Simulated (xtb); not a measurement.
xtb input:

```bash
xtb mol.xyz --gfn 2 --sp --chrg 1 --uhf 0
```
mol.xyz:
```
3

Ta     0.11608780    -0.09413614     0.11378405
O      0.50721003     0.63472421    -1.40720343
O     -1.56651118     0.22426804     0.36892397
```

### Question
Predict the final energy.

### Answer
-9.45104 Eh (GFN2-xTB).

This state (charge 1, singlet) is run at the relaxed geometry of the species with charge 0 and multiplicity 2.
